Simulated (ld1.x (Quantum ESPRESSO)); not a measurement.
chlorine: one change to an RRKJ potential, before and after

- Element: Cl
- Generator: ld1.x (Quantum ESPRESSO) 7.5
- Type: norm-conserving RRKJ (Kleinman–Bylander form)
- Functional: revPBE
- Relativity: scalar-relativistic
- Frozen core: [Ne]
- Valence charge: 7
- Reference configuration: 3s2 3p3.5 (charge +1.5)
- Partial waves: 3p (bound): rc 1.20 bohr; 3d channel at -0.05 Ry: rc 1.25 bohr; 3s (bound): rc 0.90 bohr
- Local potential: the s channel
- Core correction: none

All-electron outer shells of the reference configuration (revPBE, scalar-relativistic, ld1.x):

```tsv
shell	level (eV)	outermost node (bohr)	outermost maximum (bohr)
3s	-38.34	0.55	1.26
3p	-25.37	0.53	1.37
```

Change: wave 3p (bound): rc 1.20 bohr becomes 3p (bound): rc 1.06 bohr.

Cutoffs: the cutoffs (Ry, on a coarse ladder) from which the occupation-weighted sum of valence levels, in a spherical-Bessel basis at the reference potential, stays within 10 and 1 mRy of its value at 400 Ry; they do not see the model core or the augmentation charge, which bear on the density cutoff. Errors are all-electron minus pseudo energies relative to the spin-unpolarised reference configuration.

Task: What does the change do?

Result: The potential gets neither clearly harder nor softer (110 Ry and 300 Ry → 110 Ry and 300 Ry); the s channel sets the loose cutoff, while the largest relative change is in p, which becomes harder; the errors of the 7 common tests hardly move; the range in which the p phases agree narrows (upper end 4.8 → 3.3); neither file shows a bound ghost.

| quantity | base | changed |
| --- | --- | --- |
| cutoff, loose | 110 Ry | 110 Ry |
| cutoff, tight | 300 Ry | 300 Ry |
| loose cutoff by channel (10 mRy a level) | p 15 Ry, s 100 Ry | p 70 Ry, s 100 Ry |
| bound ghosts | none | none |
| error for 3s2 3p5, meV [ΔE -25.02 eV] | +21 | +22 |
| error for 3s2 3p4, meV [ΔE -11.18 eV] | +4.2 | +4.1 |
| error for 3s2 3p3, meV [ΔE 14.25 eV] | +3.7 | +3.8 |
| error for 3s2 3p1, meV [ΔE 104.74 eV] | +221 | +208 |
| error for 3s2 3p4.5, meV [ΔE -19.46 eV] | +12 | +12 |
| error for 3s2 3p2, meV [ΔE 52.53 eV] | +56 | +55 |
| error for 3s1 3p5, meV [ΔE 1.55 eV] | +61 | +61 |
| s: phases at 1.35 bohr within 0.05 rad from the reference energy up to (Ry; the scan ends near 5) | 0.4 | 0.4 |
| p: phases at 1.35 bohr within 0.05 rad from the reference energy up to (Ry; the scan ends near 5) | 4.8 | 3.3 |
| d: phases at 1.35 bohr within 0.05 rad from the reference energy up to (Ry; the scan ends near 5) | to the end of the scan | to the end of the scan |
